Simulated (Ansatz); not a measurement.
Species: GeH2Br, charge 0, doublet. GeH2Br (SMILES [Br][GeH2], doublet).
B3LYP-D3(BJ)/def2-TZVP minimum from Ansatz (an electronic-structure program):
```
Ge
H 1 1.5513
H 1 1.5513 2 111.24
Br 1 2.3348 2 106.65 3 -115.93
```
Charge 0, spin multiplicity 2.

Total energies in hartree (Ansatz). UHF or UKS for unpaired electrons; spin-orbit terms are left out. Correlated methods leave the cores frozen (noble-gas shells, and filled d and f shells in the p block). No relativity. For partners of very few electrons the exact lower level stands in for a higher one. Spin-orbit terms, left out, reach several kcal/mol for Br and I, and more for heavier atoms.

```tsv
species	HF/cc-pVTZ	CCSD(T)/cc-pVTZ	HF/cc-pVQZ	CCSD(T)/cc-pVQZ	CCSDT(Q)/cc-pVTZ
1: GeH2Br (SMILES [GeH2][Br], doublet)	-4649.04540	-4649.34793	-4649.05203	-4649.38026	-4649.34945
2: Ge (triplet)	-2075.36107	-2075.42794	-2075.36359	-2075.43284	-2075.42848
3: Br (doublet)	-2572.44509	-2572.60263	-2572.44802	-2572.62195	-2572.60328
4: H (doublet)	-0.49981	-0.49981	-0.49995	-0.49995	-0.49981
```

Problem. Work out the atomisation energy (electronic, to ground-state atoms) in kcal/mol: take Hartree-Fock from cc-pVQZ, extrapolate the CCSD(T) correlation energy as X^-3 (X = 3, 4), and add CCSDT(Q) - CCSD(T) in cc-pVTZ. 1 hartree = 627.51 kcal/mol.

Solution. 
Species 1: correlation (64·(-0.32823) - 27·(-0.30253))/37 = -0.34698; step -0.00152; E1 = -4649.05203 + (-0.34698) + (-0.00152) = -4649.40053
Species 2: correlation (64·(-0.06925) - 27·(-0.06687))/37 = -0.07099; step -0.00054; E2 = -2075.36359 + (-0.07099) + (-0.00054) = -2075.43512
Species 3: correlation (64·(-0.17393) - 27·(-0.15754))/37 = -0.18589; step -0.00065; E3 = -2572.44802 + (-0.18589) + (-0.00065) = -2572.63456
Species 4: correlation (64·(0.00000) - 27·(0.00000))/37 = 0.00000; step +0.00000; E4 = -0.49995 + (0.00000) + (+0.00000) = -0.49995
-1·E1 +1·E2 +1·E3 +2·E4 = 0.33095 hartree = 207.7 kcal/mol.
